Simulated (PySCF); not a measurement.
Geometry:
| atom | x (Å) | y (Å) | z (Å) |
| --- | --- | --- | --- |
| Si1 | 2.916 | 0.334 | -0.730 |
| C2 | 1.521 | 0.415 | 0.541 |
| C3 | 0.110 | 0.612 | -0.022 |
| C4 | -0.294 | -0.485 | -1.013 |
| B5 | -1.822 | -0.605 | -1.331 |
| C6 | -2.870 | 0.021 | -0.356 |
| C7 | -2.317 | 1.090 | 0.587 |
| C8 | -0.924 | 0.745 | 1.100 |
| H9 | 4.237 | 0.459 | -0.039 |
| H10 | 2.919 | -0.953 | -1.494 |
| H11 | 2.787 | 1.457 | -1.712 |
| H12 | 1.767 | 1.239 | 1.234 |
| H13 | 1.557 | -0.509 | 1.148 |
| H14 | 0.104 | 1.573 | -0.573 |
| H15 | -0.072 | -1.484 | -0.571 |
| H16 | 0.317 | -0.469 | -1.932 |
| H17 | -2.190 | -1.292 | -2.263 |
| H18 | -3.793 | 0.339 | -0.867 |
| H19 | -3.188 | -0.872 | 0.230 |
| H20 | -3.000 | 1.261 | 1.436 |
| H21 | -2.264 | 2.055 | 0.050 |
| H22 | -0.959 | -0.203 | 1.671 |
| H23 | -0.586 | 1.516 | 1.813 |

Geometry: PBE0-D3(BJ)/def2-SVP; GIAO absolute shieldings from PySCF 2.14, gas phase, non-relativistic, averaged over equivalent atoms.

At mPW1PW91/pcSseg-1 (218 basis functions, 87 s wall time on 1 thread of an Intel Xeon, shared host):
```csv
atoms,σ (ppm)
Si1,416.9
C8,142.6
C4,146.7
C3,148.6
C6,153.8
C7,157.8
C2,163.5
B5,14.3
H17,23.80
H9/H10/H11,27.45
H16,29.13
H18,29.28
H20,29.53
H23,29.72
H21,29.88
H14,29.99
H22,30.33
H12,30.47
H19,30.59
H13,30.88
H15,31.01
```

Q: Estimate the result of repeating the calculation with PBE0/pcSseg-1.

A: 
```csv
atoms,σ at PBE0/pcSseg-1,change
Si1,419.4,+2.5
C8,143.2,+0.6
C4,147.0,+0.3
C3,149.2,+0.6
C6,154.2,+0.4
C7,158.6,+0.8
C2,164.2,+0.7
B5,13.6,-0.7
H17,23.68,-0.12
H9/H10/H11,27.37,-0.08
H16,29.04,-0.09
H18,29.19,-0.09
H20,29.46,-0.07
H23,29.65,-0.07
H21,29.81,-0.07
H14,29.93,-0.06
H22,30.27,-0.06
H12,30.41,-0.06
H19,30.53,-0.06
H13,30.83,-0.05
H15,30.96,-0.05
```

The largest change is at Si1 (silicon bonded to C, 3 H). Cost: 218 basis functions, 2 min wall time on 1 thread of an Intel Xeon, shared host. The order of the carbon signals is the same at both levels.

A carbon bonded to boron is broadened by the quadrupolar boron nucleus and is often missing from a measured spectrum.
